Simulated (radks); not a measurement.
All-electron atom: Nb III in [Kr] 4d2 5s1 (not the ground configuration). Calculated with a radial shooting solver on a logarithmic mesh with Libxc functionals: scalar-relativistic Kohn-Sham, BP86, spin-polarised, spherical densities, point nucleus; open shells are filled with parallel spins first (spin-orbit coupling, left out, can overturn this in heavy ions).

X-ray form factor f0, the Fourier transform of the density (f0(0) = 39):

| sin(theta)/lambda (1/angstrom) | f0 (electrons) |
|---|---|
| 0.05 | 38.368 |
| 0.1 | 36.701 |
| 0.15 | 34.482 |
| 0.2 | 32.130 |
| 0.25 | 29.866 |
| 0.3 | 27.774 |
| 0.4 | 24.196 |
| 0.5 | 21.386 |
| 0.6 | 19.142 |
| 0.8 | 15.494 |
| 1 | 12.417 |
| 1.25 | 9.449 |
| 1.5 | 7.529 |
| 2 | 5.676 |
